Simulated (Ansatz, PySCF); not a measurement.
Process, species as SMILES: [SiH3][PH] -> [SiH3][PH-] (an electron is taken up)
Each molecule is optimised on its own at B3LYP-D3(BJ)/def2-TZVP (Ansatz, a program for electronic structure).

Wanted: adiabatic electron affinity (electronic energy difference), positive where the reaction releases energy, in eV. Valence correlation only, unless marked. UHF or UKS for open shells. Spin-orbit coupling is left out. No relativistic terms. Anions need diffuse functions: aug- sets have them; def2-D sets add few; the other sets have none. CBS(X,Y): correlation extrapolated as X^-3; Hartree-Fock from the larger set. [CCSD(T)-MP2]/basis is that difference in the basis named.

RI-MP2/CBS(aug-cc-pV(T+d)Z,aug-cc-pV(Q+d)Z)+[CCSD(T)-MP2]/aug-cc-pV(T+d)Z (Ansatz) gives 1.91 eV.

### Question
Another calculation gave 2.03 eV. Which level was it?
A. r2SCAN0/def2-TZVPD (Ansatz)
B. HF/def2-TZVPD (PySCF)
C. SVWN5/def2-TZVPD (Ansatz)
D. MN15/def2-TZVPD (PySCF)

### Answer
C, SVWN5/def2-TZVPD (Ansatz). The others give 1.88 (MN15), 1.67 (r2SCAN0), 0.56 (HF) eV.
